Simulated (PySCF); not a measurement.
Atom-mapped SMILES (the numbers label the heavy atoms): `[CH2:1]=[CH:2]/[CH:3]=[C:4](\[O:5][CH3:6])[CH:7]([F:8])[F:9]` (H(Xn): hydrogen on atom n). Ha(C1) is cis to C3; Hb(C1) is trans to C3.

One averaged value for each set of equivalent atoms, in vacuum, one computed conformer, no relativistic terms. Geometry from GFN2-xTB; NMR shieldings at PBE0/pcSseg-1/GIAO; PySCF 2.14.0 with density-fitted response routines.

Scale: ¹³C (186.93 ppm) against TMS (reference shieldings calculated alike).

**Question.** Do the ¹³C shifts follow the atomic charges (in e)? Tabulate both.

**Answer.** 
```json
{"atoms": "C4", "hybridisation": "sp2", "δ (ppm)": "155.6", "σ para (ppm)": "-227", "Hirshfeld": "+0.05", "IAO": "+0.14", "Mulliken": "+0.06", "ESP-fitted": "+0.24"}
{"atoms": "C2", "hybridisation": "sp2", "δ (ppm)": "137.6", "σ para (ppm)": "-204", "Hirshfeld": "-0.05", "IAO": "-0.13", "Mulliken": "-0.15", "ESP-fitted": "+0.04"}
{"atoms": "C1", "hybridisation": "sp2", "δ (ppm)": "124.1", "σ para (ppm)": "-190", "Hirshfeld": "-0.10", "IAO": "-0.31", "Mulliken": "-0.13", "ESP-fitted": "-0.50"}
{"atoms": "C3", "hybridisation": "sp2", "δ (ppm)": "118.9", "σ para (ppm)": "-189", "Hirshfeld": "-0.08", "IAO": "-0.19", "Mulliken": "-0.15", "ESP-fitted": "-0.37"}
{"atoms": "C7", "hybridisation": "sp3", "δ (ppm)": "116.2", "σ para (ppm)": "-168", "Hirshfeld": "+0.14", "IAO": "+0.42", "Mulliken": "+0.59", "ESP-fitted": "+0.20"}
{"atoms": "C6", "hybridisation": "sp3", "δ (ppm)": "57.3", "σ para (ppm)": "-115", "Hirshfeld": "-0.03", "IAO": "-0.21", "Mulliken": "-0.04", "ESP-fitted": "-0.09"}
```

Correlation coefficients of δ with charge over these carbons: Hirshfeld +0.13, IAO +0.28, Mulliken -0.01, ESP-fitted +0.23; with the paramagnetic shielding -0.99. Among the 4 sp2 carbons alone: Hirshfeld +0.95, IAO +0.91, Mulliken +0.86, ESP-fitted +0.94. With so few points, grouped by hybridisation, these coefficients are fragile. Charge is one influence among several: hybridisation and low-lying excitations act through the paramagnetic term.

Shifts are as computed. Against solution values, carbons near 30 ppm lie about +3 ppm off and those near 130 ppm about +5 ppm. Of 1211 compounds with measured shifts, 218 miss one by over three times the rms of a fit or turn the order of signals round; such compounds aren't used in these exercises.
